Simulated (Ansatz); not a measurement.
Job for Ansatz (a quantum-chemistry and plane-wave program): R-CCSD(T)/aug-cc-pV(T+d)Z on AlH3O (SMILES [OH][AlH2]), atoms moved off the minimum. Files ending in .json are basis or fitting sets from the Basis Set Exchange.

Ansatz 0.2 input:
```yaml
crystal:
  periodic: [false, false, false]
  atoms:
    - {symbol: Al, position_ang: [-0.31677382, -0.50623258, 0.12572790]}
    - {symbol: H, position_ang: [0.24172192, -1.35554627, 1.31578900]}
    - {symbol: H, position_ang: [-1.58663007, -0.85238985, -0.70191451]}
    - {symbol: O, position_ang: [0.49332129, 0.93317718, -0.30991628]}
    - {symbol: H, position_ang: [1.29939611, 1.28314730, 0.12148242]}
basis:
  gaussian:
    orbitals: aug-cc-pV_T+d_Z.json
magnetization: {spin_polarized: false}
correlation: {method: ccsd_t, electrons: outside_noble_gas}
scf: {lower_state_search: off}
output: {forces: true}
```

Output:

```
WARN ansatz: RAYON_NUM_THREADS=1 ignored (pool sized by the plan → 1); use --threads N
Functional definition: HF
these checks for a lower state are left out or cut short: starts, cluster_reference, orbital_swaps, neighbouring_geometries, increment
integrals: 0.51 GiB planned
974 factors; integrals over basis functions are off by at most 1.0e-3 eV
mean field: 0.35 GiB planned
mean field evaluation 1: about -8666.7819 eV, gradient 4.1e1 eV
mean field evaluation 2: about -8666.7820 eV, gradient 4.1e1 eV
mean field evaluation 4: about -8669.9085 eV, gradient 2.1e0 eV
mean field evaluation 8: about -8669.9305 eV, gradient 7.6e-2 eV
mean field -8669.93058361 eV, -318.6140722575 hartree, gradient 2.2e-6 eV, S^2 0.000000; 0 other end points of the search recorded, 0 dependent functions left out
6 core orbitals not correlated
reference -8669.93058361 eV, -318.6140722575 hartree; 6, 6 occupied and 158, 158 virtual orbitals, 974 factors
densities: 1.32 GiB planned
second order -9.27995853 eV of doubles, -0.00000000 eV of singles
coupled cluster: 1.32 GiB planned
cycle   1  -9.39401300 eV  change   -1.1e-1 eV  update   7.3e-2
cycle   2  -9.64775035 eV  change   -2.5e-1 eV  update   2.3e-2
cycle   3  -9.72006292 eV  change   -7.2e-2 eV  update   1.2e-2
cycle   4  -9.71119426 eV  change    8.9e-3 eV  update   3.0e-3
cycle   5  -9.71088234 eV  change    3.1e-4 eV  update   1.5e-3
cycle   6  -9.71156783 eV  change   -6.9e-4 eV  update   4.4e-4
cycle   7  -9.71139523 eV  change    1.7e-4 eV  update   1.8e-4
cycle   8  -9.71134171 eV  change    5.4e-5 eV  update   5.2e-5
cycle   9  -9.71135416 eV  change   -1.2e-5 eV  update   1.9e-5
cycle  10  -9.71135657 eV  change   -2.4e-6 eV  update   6.3e-6
perturbative correction -0.31423299 eV, -0.0115478494 hartree
the calculation of the forces begins
Total energy: -8679.95617317 eV, -318.9825058783 hartree
Atom 0 at    -0.316774    -0.506233     0.125728 Å, force     0.274364     0.319503     0.044104 eV/Å
Atom 1 at     0.241722    -1.355546     1.315789 Å, force     0.045417    -0.162714     0.150762 eV/Å
Atom 2 at    -1.586630    -0.852390    -0.701915 Å, force    -0.206958    -0.065697    -0.149646 eV/Å
Atom 3 at     0.493321     0.933177    -0.309916 Å, force     0.816645     0.372105     0.406450 eV/Å
Atom 4 at     1.299396     1.283147     0.121482 Å, force    -0.929467    -0.463198    -0.451671 eV/Å
Dipole moment:     0.160088    -0.051491     0.170833 e Å
Checks for a lower state left out: starts, cluster_reference, orbital_swaps, neighbouring_geometries, increment
```

The run converged.

Cost: around 5 core-minutes (rough).
